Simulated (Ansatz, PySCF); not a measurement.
Species: SbBr2, net charge 0, doublet state. It need not be the lowest isomer of its formula. SMILES: [Br][Sb][Br]
Geometry: optimised at B3LYP-D3(BJ)/def2-TZVP (Ansatz, a first-principles code).

Quantity: atomisation energy (electronic, to ground-state atoms), in kcal/mol. Cores are frozen in the correlated levels unless marked. Open shells are spin-unrestricted. No spin-orbit coupling. Frozen are the shells of the preceding noble gas and the d and f shells that filled before the atom's block. In def2 rows, elements after Kr have scalar-relativistic effective core potentials. STO-3G rows are all-electron and non-relativistic. The coupled-cluster limit lacks core correlation, which all-electron functionals hold. Basis-set limits of correlation are two-point, X^-3; Hartree-Fock from the larger set. [CCSD(T)-MP2]/basis is that difference in the basis named.

| level | program | atomisation energy (kcal/mol) |
|---|---|---|
| TPSS/def2-TZVPD | PySCF | 137.0 |
| M06-L/def2-TZVPD | PySCF | 136.0 |

Task: Estimate the value at RI-MP2/CBS(def2-TZVPPD,def2-QZVPPD)+[CCSD(T)-MP2]/def2-TZVPPD as computed with Ansatz.

Result: 128.0 kcal/mol
